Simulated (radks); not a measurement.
Valence configurations of Li I (all share [He]). All-electron calculation, non-relativistic Kohn-Sham, LDA (Slater exchange, Perdew-Wang correlation), spin-polarised, spherical densities, point nucleus; open shells are filled with parallel spins first. Program: a radial shooting solver on a logarithmic mesh with Libxc functionals. Energies are relative to 2s1; eigenvalues in eV for spin up.

| valence | E (eV) | moment (Bohr magnetons) | e(2p) | e(2s) |
|---|---|---|---|---|
| 2s1 | 0.000 | 1 | - | -3.165 |
| 2s0.5 2p0.5 | 0.910 | 1 | -1.570 | -3.386 |
| 2p1 | 1.817 | 1 | -1.761 | - |

NIST lists [He] 2s1 as the ground configuration; this level of theory agrees among the configurations tried. The energies are those of spherical high-spin densities, not of single terms.
